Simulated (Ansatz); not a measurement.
Stepwise reaction of `[F][SnH]([Br])[Br]` with hydrogen chloride, as a gas-phase model of exchange steps in deposition or etching. ΔE in kJ/mol; ΔG adds harmonic PBE0-D4 terms to CCSD(T)/CBS, at 1 bar.

Program: Ansatz. Geometries: PBE0-D4/def2-TZVP. ΔE: electronic, gas phase. CCSD(T)/CBS is the MP2 limit (def2-TZVPP, def2-QZVPP) plus CCSD(T) − MP2 in def2-TZVPP, frozen cores. This one scheme is used for every species. DFT in def2-TZVPP. B3LYP here is the variant with VWN-RPA as its local correlation; programs differ in this. Elements past krypton have def2 core potentials. For Br, Sn outer-core shells are correlated without core-valence functions, which leaves a few kJ/mol of doubt a bond. Scalar relativity is left out up to krypton.

```tsv
step	reaction	PBE-D4	B3LYP-D4	ωB97M-V	CCSD(T)/CBS	ΔG(600 K)
2	`[F][SnH]([Cl])[Br]` + HCl → `[F][SnH]([Cl])[Cl]` + HBr	13.8	13.6	12.7	15.9	14.3
```

Give the row of step 1, `[F][SnH]([Br])[Br]` + HCl → `[F][SnH]([Cl])[Br]` + HBr. (Best estimate.)

Ansatz gave: 
| step | reaction | PBE-D4 | B3LYP-D4 | ωB97M-V | CCSD(T)/CBS | ΔG(600 K) |
| --- | --- | --- | --- | --- | --- | --- |
| 1 | `[F][SnH]([Br])[Br]` + HCl → `[F][SnH]([Cl])[Br]` + HBr | 13.9 | 13.7 | 12.8 | 16.0 | 14.3 |

By hand: ΔE of the 2 steps together at CCSD(T)/CBS.

(16.0) + (15.9) = 31.9 kJ/mol, or 15.9 kJ/mol a step.

In ΔE the steps differ by no more than 0.1 kJ/mol. All are uphill at CCSD(T)/CBS. ΔG lies between 14.3 and 14.3 kJ/mol a step. PBE-D4 differs from CCSD(T)/CBS by -2.1 to -2.1 kJ/mol a step. Isolated molecules leave out the surface, adducts and barriers. Largest T1 diagnostic: 0.012.
